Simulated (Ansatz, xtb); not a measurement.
# Relative energy of two isomers of C6H6O3

We compare X, `C#C/C(=C/O)C(=O)OC`, a singlet, with Y, `C#C/C(C=O)=C(\O)OC`, a singlet. Both are isolated molecules in the gas phase, relaxed with PBE-D3(BJ)/def2-SVP; each stands in its lowest conformer found.

Problem. Estimate which is lower in electronic energy at CCSD(T)/def2-SVP + ΔMP2/def2-TZVPP, and by roughly how much.

Solution. The CCSD(T)/def2-SVP + ΔMP2/def2-TZVPP calculation puts structure X lower, by 0.788 eV.

Level by level:

```csv
level,geometry,E(Y) − E(X) (eV),departure from the last row (eV),"job, with rough time for the two"
GFN2-xTB,GFN2-xTB,+0.784,−0.005,"optimisation, 0.48 s"
HF/STO-3G,GFN2-xTB,+0.592,−0.197,"single point, 2.7 s"
r2SCAN-D4/def2-SVP,GFN2-xTB,+0.869,+0.080,"single point, 14 s"
PBE-D3(BJ)/def2-SVP,PBE-D3(BJ)/def2-SVP,+0.891,+0.103,"optimisation, 1.8 min"
HF/def2-SVP,PBE-D3(BJ)/def2-SVP,+0.696,−0.092,part of the CCSD(T) run
MP2/def2-SVP,PBE-D3(BJ)/def2-SVP,+0.822,+0.033,part of the CCSD(T) run
CCSD(T)/def2-SVP,PBE-D3(BJ)/def2-SVP,+0.824,+0.035,single point
CCSD(T)/def2-SVP + ΔMP2/def2-TZVPP,PBE-D3(BJ)/def2-SVP,+0.788,,"single point, 8.3 min"
```

As drawn, both hold the same kinds of bond in the same numbers.

None of the levels shown reverses the order. The largest departure from CCSD(T)/def2-SVP + ΔMP2/def2-TZVPP is that of HF/STO-3G, 0.197 eV. The last row adds to CCSD(T) the change of the MP2 difference between the two basis sets, here −0.035 eV.

With thermal terms from frequencies at re-optimised GFN2-xTB minima (ideal gas, soft modes damped towards free rotors, one conformer each, 298.15 K, 1 atm): on the last row, ΔE + ΔZPE = +0.762, ΔH = +0.772, ΔG = +0.757 eV.

The correlated steps freeze 9 core orbitals. Run with Ansatz 0.2.0, xtb 6.7.1; the last row on 2 threads of Intel(R) Xeon(R) Processor @ 2.50GHz (Skylake/Cascade Lake) on a shared host.
